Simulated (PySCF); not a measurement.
## Electron correlation in Ni³⁺ (nickel, charge +3)

[Ar] 3d7, high-spin 4F determinant. Calculation: PySCF 2.14, in dyall-av2z (16s12p7d2f, 101 functions); the non-relativistic Hamiltonian (point nucleus). Frozen: [Ar]; 7 electrons correlated; the 33 highest virtual orbitals of each spin left out.

| level | correlation energy (mhartree) |
| --- | --- |
| CCSD | -149.19 |
| (T) | -1.40 |
| CCSD(T) | -150.59 |

Diagnostics: T1 = 0.0039, D1 = 0.0058, largest double amplitude 0.015.

**Question.** Is a single reference adequate?

**Answer.** Yes: T1 lies below 0.03 and no double amplitude reaches 0.07.
